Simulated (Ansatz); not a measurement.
Mulliken charges of `S[Si]1([ZnH])N[SiH2]1` from PBE/def2-TZVPP in Ansatz (PBE0-D4/def2-TZVP geometry).

```tsv
atom	x (Å)	y (Å)	z (Å)	charge (e)
S1	-2.243	-1.082	-0.565	-0.278
Si2	-0.234	-0.550	-0.007	0.366
Zn3	0.955	-2.546	0.480	0.079
N4	0.532	0.724	-0.907	-0.322
Si5	0.296	1.549	0.595	0.146
H6	-2.754	0.161	-0.520	0.119
H7	1.775	-3.817	0.837	-0.106
H8	0.863	0.908	-1.840	0.128
H9	1.514	1.999	1.323	-0.068
H10	-0.704	2.653	0.604	-0.064
```

Question: By hand: the dipole of these point charges (1 e Å = 4.8032 D).

Answer: Σ q r = (0.022, 0.126, 0.057) e Å, of length 0.140 e Å = 0.67 D.

Question: How does the dipole of the full density compare? (An estimate is asked.)

Answer: Ansatz gave: (0.160, 0.158, -0.134) e Å, 1.26 D; the point charges give 0.53 times that, at 64° from its direction.

Point charges leave out the atoms' own dipoles, such as those of lone pairs, and Mulliken's split depends on the basis, so the two needn't agree.
